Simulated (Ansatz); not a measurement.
CH$_{4}$FNOSn, relaxed with RKS PBE-D4/def2-SVP in Ansatz from a rough embedded geometry. The force threshold is 0.03 eV/Å; the program also tests the step.

Charge 0, multiplicity 1. Sn: def2 effective core potential. The bonds changed during the relaxation, so this is another structure than the one it started from.

Start:

```xyz
9

N     1.724   -0.006    1.011
Sn    0.073    0.816    0.211
F    -0.740    2.143    1.330
C    -1.018   -0.211   -1.186
O    -1.331   -0.669    0.051
H     2.150   -0.707    0.269
H     1.457   -0.624    1.808
H    -0.457   -1.027   -1.757
H    -1.859    0.285   -1.737
```

**Question.** By how much does the energy fall, and how many steps does the optimiser take? (Estimate.)

**Answer.** The calculation gave: 54.16 kcal/mol, in 40 steps, 4 of them rejected.

**Question.** Which bonds change most? (Estimate.)

**Answer.** The calculation gave: C4–O5 from 1.356 to 1.222 Å; Sn2–F3 from 1.917 to 2.024 Å; N1–H6 from 1.106 to 1.023 Å; N1–Sn2 from 2.010 to 2.054 Å.

**Question.** Give the relaxed structure. (An estimate is asked.)

**Answer.** Computed: 
```xyz
9

N     1.682    0.000    1.312
Sn    1.084    1.364   -0.104
F    -0.779    1.432    0.685
C    -1.425   -0.482   -1.299
O    -0.244   -0.392   -1.602
H     2.606   -0.434    1.371
H     1.016   -0.435    1.958
H    -2.098   -1.184   -1.862
H    -1.843    0.133   -0.458
```
